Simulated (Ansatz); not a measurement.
(H2Al-mu-SH)2 (Al₂H₆S₂) was relaxed with B3LYP-D4 (def2-SVP) in Ansatz in these states: charge +1 doublet, neutral singlet. The geometries follow in no particular order.

A:

```xyz
10

Al    1.139   -1.185   -0.148
H     0.537   -2.617   -0.437
H     2.660   -0.796    0.006
S     0.001   -0.247    1.747
Al   -0.625    1.509    0.234
H    -2.203    1.566    0.157
H     0.367    2.706    0.504
S     0.194    0.370   -1.714
H    -1.135   -0.972    1.611
H    -0.936   -0.335   -1.960
```

B:

```xyz
10

Al    0.1741    1.2884   -0.9286
H     1.3611    0.8524   -1.9393
H    -0.7502    2.5117   -0.6518
S     1.2631    0.6145    1.1229
Al   -0.7801   -0.6760    1.2195
H    -0.0907   -2.1366    1.3293
H    -1.8926    0.1595    1.9206
S    -1.1715   -0.7070   -1.1669
H     2.0468   -0.3545    0.5849
H    -0.1599   -1.5523   -1.4906
```

Judge from the bond lengths which geometry belongs to which state (an estimate).

A is the neutral singlet (Al1–H2 1.580 Å, Al5–H6 1.580 Å, Al5–H7 1.578 Å); B is the charge +1 doublet (Al1–H2 1.619 Å, Al5–H6 1.619 Å, Al5–H7 1.558 Å).
